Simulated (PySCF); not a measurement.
A calculated (UHF, PySCF 2.14, aug-cc-pwCVTZ, the non-relativistic Hamiltonian (point nucleus)) atom or ion has these occupied shells.

```
shell  electrons  orbital energy (eV)  rms radius, mean of both spins (bohr)
 1s α          1              -4537.6                                 0.0852
 1s β          1              -4537.6                                 0.0852
 2s α          1              -543.32                                  0.373
 2s β          1              -543.26                                  0.373
 2p α          3              -450.47                                  0.341
 2p β          3              -450.36                                  0.341
 3s α          1              -92.502                                   1.14
 3s β          1              -92.306                                   1.14
 3p α          3              -65.109                                   1.23
 3p β          3              -64.881                                   1.23
 4p α          1              -16.558                                   3.73
```

Task: Name the element and its charge.

Result: Sc²⁺ (scandium, charge +2), in [Ar] 4p1, 2P determinant (an excited configuration).
